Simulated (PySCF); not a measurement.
## Electron correlation in Ga (gallium, neutral)

[Ar] 3d10 4s1 4p2, high-spin 4P determinant (an excited configuration). Calculation: PySCF 2.14, in ANO-RCC-VTZP; the spin-free X2C one-electron Hamiltonian (Gaussian nucleus). Frozen: [Ar] 3d10; 3 electrons correlated.

MP2 pair energies summed by pair of shells (mhartree):

```
 pair  energy  share (%)
4p-4p   -3.90       55.2
4s-4p   -3.17       44.8
```

Total MP2 correlation energy: -7.07 mhartree.

Same-spin part -7.07 and opposite-spin part 0.00 mhartree; SCS-MP2 scales them by 1/3 and 6/5 to -2.36 mhartree.
